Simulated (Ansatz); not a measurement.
Basis-set extrapolation for `BC(F)CO` (PBE0-D4/def2-TZVP geometry, frozen core, the Gaussian-basis code of Ansatz). Multiplicity 1, RHF reference.

```json
{"": "HF", "def2-TZVPP": "-278.285554", "def2-QZVPP": "-278.298041"}
{"": "MP2 correlation", "def2-TZVPP": "-0.940413", "def2-QZVPP": "-1.012590"}
{"": "CCSD(T) correlation", "def2-TZVPP": "-1.009842", "def2-QZVPP": "not run"}
```

Energies in hartree. Use E(X) = E(∞) + A·exp(−7.88·√X) for Hartree–Fock and E(X) = E(∞) + B·X^(−2.97) for correlation, with X = 3 and 4, and add CCSD(T) minus MP2 of the smaller set to the MP2 limit.

Task: What is the CCSD(T) energy at the basis-set limit?

Result: HF limit: -278.298041 + (-0.012487) × 0.13774 = -278.29976. MP2 limit: -1.012590 + (-0.072177) × 0.74074 = -1.06605. Higher-order term: -1.009842 − (-0.940413) = -0.06943. Total: -279.43524 hartree, 87.8 kcal/mol below CCSD(T)/def2-TZVPP.
